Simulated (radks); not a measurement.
Results of a calculation; reference values are marked as such.
Species: the calcium ion Ca+. Configuration: [Ar] 4s1 (the NIST ground configuration). Level of theory: scalar-relativistic Kohn-Sham, BLYP, spin-polarised, spherical densities, finite nucleus; open shells are filled with parallel spins first; Fermi nuclear charge, rms radius 3.4776 fm (a radial shooting solver on a logarithmic mesh with Libxc functionals).

Unscreened Slater integrals over Kohn-Sham orbitals (cm^-1). They are taken over the spin-up orbitals.

| integral | value |
|---|---|
| F0(4s,4s) | 55734 |
| F0(4s,3p) | 70876 |
| G1(4s,3p) | 5092.0 |
| F0(4s,3s) | 71502 |
| G0(4s,3s) | 3436.4 |
| F0(4s,2p) | 76640 |
| G1(4s,2p) | 1712.4 |
| F0(3p,3p) | 156450 |
| F2(3p,3p) | 78288 |
| F0(3p,3s) | 163390 |
| G1(3p,3s) | 108280 |
| F0(3p,2p) | 213790 |
| F2(3p,2p) | 39354 |
| G0(3p,2p) | 15528 |
| G2(3p,2p) | 15898 |
| F0(3s,3s) | 171300 |
| F0(3s,2p) | 228230 |
| G1(3s,2p) | 18005 |
| F0(2p,2p) | 612870 |
| F2(2p,2p) | 286250 |
